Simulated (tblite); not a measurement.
Start geometry of `COC(=O)[C@H]1CC[Si]1(N)N` from a force field or distance geometry (Å):
```
atom  x, y, z in Å
C1     3.215    1.250   -0.356
O2     2.060    0.544   -0.855
C3     1.362   -0.185    0.109
O4     1.811   -0.104    1.287
C5     0.154   -0.969   -0.231
C6    -0.418   -1.650    1.012
C7    -1.726   -1.660    0.240
Si8   -1.355    0.133   -0.095
N9    -1.319    1.066    1.385
N10   -2.009    0.819   -1.562
H11    3.752    0.491    0.255
H12    2.896    2.070    0.324
H13    3.803    1.613   -1.207
H14    0.223   -1.596   -1.134
H15   -0.489   -0.900    1.820
H16    0.025   -2.627    1.261
H17   -1.665   -2.343   -0.633
H18   -2.622   -1.777    0.878
H19   -2.250    1.170    1.838
H20   -0.771    1.953    1.309
H21   -3.050    0.931   -1.495
H22   -1.639    1.794   -1.755
```

**Question.** What comes out of this run: GFN2-xTB geometry optimisation, gas phase (tblite 0.8.0)?

**Answer.** 
```
atom  x, y, z in Å
C1     3.1812    1.3103   -0.0998
O2     2.1311    0.5047   -0.6073
C3     1.3477   -0.0967    0.3149
O4     1.5432    0.0207    1.5046
C5     0.2214   -0.8065   -0.3050
C6    -0.3674   -1.9578    0.5265
C7    -1.8466   -1.5319    0.6345
Si8   -1.4201    0.1836   -0.0867
N9    -1.1500    1.5480    0.9331
N10   -2.2166    0.5384   -1.5727
H11    3.8184    0.7289    0.5703
H12    2.7756    2.1601    0.4539
H13    3.7463    1.6541   -0.9625
H14    0.4594   -1.0671   -1.3314
H15    0.1073   -1.9707    1.5070
H16   -0.2291   -2.9298    0.0564
H17   -2.4933   -2.1474    0.0140
H18   -2.2318   -1.5778    1.6502
H19   -1.9216    2.1092    1.2561
H20   -0.4612    1.4437    1.6637
H21   -3.2127    0.6782   -1.5487
H22   -1.7915    1.2251   -2.1750
```

The energy falls by 200.8 kJ/mol over 154 L-BFGS steps, the largest force on an atom goes from 4.07 to 0.009 eV/Å, and the atoms move by 0.663 Å rms after alignment. The bond that changes most is C5–Si8 (sp3 carbon bound to silicon to four-coordinate silicon), which lengthens by 0.057 Å. Bonds longer at the end by more than 0.005 Å: 4 of 22; shorter: 18. Among the angles that change most is C5–C6–C7, from 84.9° to 101.4°. Among the dihedrals that turn most is C5–Si8–N9–H20, from 85° to -33°. Rotational constants go from 1784, 821.1, 726.1 to 1792, 808.0, 715.6 MHz. The orientation of the end geometry is arbitrary; only internal coordinates are fixed.

The run took 1.6 s on Arm Neoverse V1, one thread, shared host with 32 logical CPUs at a one-minute load of 27.

Its GFN2-xTB frequencies are all real (lowest 40 cm⁻¹). One conformer, not necessarily the lowest.

These are computed values.
